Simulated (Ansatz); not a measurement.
Geometry optimisation, RKS B3LYP-D4/def2-SVP in Ansatz.

Input file:

```yaml
crystal:
  periodic: [false, false, false]
  atoms:
    - { symbol: Sn, position_ang: [0.0, 0.0, 0.0] }
    - { symbol: H, position_ang: [0.0, 0.0, 2.09] }
    - { symbol: Cl, position_ang: [2.2726, 0.0, -0.8025] }
    - { symbol: H, position_ang: [-0.8195, 1.4198, -0.5794] }
    - { symbol: H, position_ang: [-0.8195, -1.4198, -0.5794] }
    - { symbol: F, position_ang: [1.1381, 1.7163, 0.6842] }
    - { symbol: H, position_ang: [0.5989, 0.9032, 1.8933] }
basis:
  gaussian: { orbitals: def2-SVP }
hamiltonian:
  xc: b3lyp
  dispersion: d4
relax:
  f_tol: 0.15
  max_steps: 25
  restrain:
    - { distance: [0, 5], at: 1.87, k: 30.0 }
    - { distance: [6, 1], at: 0.66, k: 30.0 }
    - { distance: [0, 1], at: 2.94, k: 30.0 }
    - { distance: [6, 5], at: 2.12, k: 30.0 }
```

Run as:

```bash
$ ansatz run input.yaml --threads 1 --pin off --max-ram 2048MiB --backend cpu --events-out ev --progress --plain --runs-dir out
```

Task: Where does it end, and by what steps?

Result: The forces met the threshold. The restraints hold the end off the free minimum. After 8 steps the energy has fallen by 2.966 eV (the restraints' own energy left out); H5 moved furthest, 1.09 Å. Joined: H2–H7 (1.10 → 0.72 Å).

| step | energy less start (eV) | largest force component (eV/Å) | accepted |
| --- | --- | --- | --- |
| 0 | 0.0000 | 2.925 | yes |
| 1 | -0.5837 | 1.569 | yes |
| 2 | -0.9520 | 1.536 | yes |
| 3 | -1.6747 | 1.899 | yes |
| 4 | -2.2334 | 1.539 | yes |
| 5 | -2.5804 | 1.231 | yes |
| 6 | -2.8104 | 1.317 | yes |
| 7 | -2.9392 | 1.446 | yes |
| 8 | -2.9660 | 1.591 | yes |

```xyz
7
Properties=species:S:1:pos:R:3
Sn 0.233 0.449 -0.413
H -0.028 -0.183 2.457
Cl 2.165 -0.226 -1.583
H -0.764 1.381 -1.446
H -0.428 -0.942 0.315
F 0.888 1.690 0.876
H 0.304 0.451 2.499
```

The run took 32 s on 1 thread of Arm Neoverse V2, with other jobs on the host, peak memory 0.16 GiB.
